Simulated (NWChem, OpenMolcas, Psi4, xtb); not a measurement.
BClF2 (chlorodifluoroborane): methods side by side

The species is BClF2 (4 atoms), meant as a singlet with charge 0. SMILES: `FB(F)Cl`. Geometry: relaxed at PBE0-D4/def2-TZVP.

```xyz
4

F    -0.1737   -1.2543   -0.5463
B    -0.0671   -0.0413   -0.0620
F    -1.0116    0.8301   -0.3177
Cl    1.3079    0.4053    0.9057
```

Quantity: the HOMO–LUMO gap, in eV. The values are calculated.

```json
{"level": "GFN1-xTB", "kind": "semi-empirical", "program": "xtb", "value (eV)": "6.56", "CPU time": "under 2 s"}
{"level": "HF/aug-cc-pVDZ", "kind": "Hartree–Fock", "program": "OpenMolcas", "value (eV)": "14.79", "CPU time": "13 s"}
{"level": "SVWN5/aug-cc-pVDZ", "kind": "LDA", "program": "OpenMolcas", "value (eV)": "6.87", "CPU time": "21 s"}
{"level": "PBE/aug-cc-pVDZ", "kind": "GGA", "program": "Psi4", "value (eV)": "7.03", "CPU time": "23 s"}
{"level": "M06-L/aug-cc-pVDZ", "kind": "meta-GGA", "program": "OpenMolcas", "value (eV)": "7.87", "CPU time": "33 s"}
{"level": "M06-2X/aug-cc-pVDZ", "kind": "hybrid meta-GGA", "program": "Psi4", "value (eV)": "11.20", "CPU time": "32 s"}
{"level": "CAM-B3LYP/aug-cc-pVDZ", "kind": "range-separated hybrid", "program": "NWChem", "value (eV)": "11.69", "CPU time": "86 s"}
{"level": "wB97M-V/aug-cc-pVDZ", "kind": "range-separated hybrid", "program": "Psi4", "value (eV)": "12.80", "CPU time": "47 s"}
{"level": "B2PLYP/aug-cc-pVDZ", "kind": "double hybrid", "program": "NWChem", "value (eV)": "11.63", "CPU time": "25 s"}
```

The values span 6.56 to 14.79 eV. Orbital gaps aren't excitation energies, and those of double hybrids come from the SCF part alone; they tend to grow with the share of exact exchange. CPU times are rough (shared hosts, several kinds of processor): they show what a rung costs within a factor of a few.
